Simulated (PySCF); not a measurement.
O₃Re (SMILES [O]=[Re+](=[O])=[O]), charge +1, singlet, at a GFN2-xTB geometry (such geometries of metal compounds can be far from the true shape) (the multiplicity is a formal guess) (core potentials on Re). Base run: SCAN/def2-SVP (PySCF).

PySCF was given this input:
```python
from pyscf import gto, scf, dft

mol = gto.Mole()
mol.atom = '''
    Re    0.094108   -0.078918   -0.121251
    O    -1.309138   -0.854278    0.307620
    O    -0.428148    1.448316   -0.507280
    O     0.855022    0.145817    1.336389
'''
mol.basis = 'def2-svp'
mol.ecp = {'Re': 'def2-svp'}
mol.charge = 1
mol.spin = 0
mol.verbose = 3
mol.build()

mf = dft.RKS(mol)
mf.xc = 'scan'
mf.kernel()
mf.analyze()
```

The base run was repeated with changes; each row names its change, and settings that it needs were set with it.

```
change                                ΔE vs base (µEh)  grid points  electrons on the grid                outcome
------------------------------------  ----------------  -----------  ---------------------  ---------------------
base                                               0.0        66560               38.00000              converged
small_rho_cutoff = 0                               0.0        66560               38.00000              converged
grids.radi_method = delley                       -3117        66424               38.00000              converged
grids.level = 5                                  -3073       180296               38.00000              converged
grids.level = 7                                  -2970       359504               38.00000              converged
grids.radi_method = gauss_chebyshev              -3414        63904               38.00000              converged
grids.radi_method = mura_knowles                 -1931        60904               38.00000              converged
grids.prune = off                                 -1.5       111352               38.00000              converged
grids.becke_scheme = stratmann                     1.1        66560               38.00000              converged
grids.prune = dft.gen_grid.sg1_prune                 -            -                      -  stopped with an error
grids.level = 0                                   2673         6520               37.98070              converged
```

- grids.prune = dft.gen_grid.sg1_prune: ended with `IndexError: index 75 is out of bounds for axis 0 with size 19`
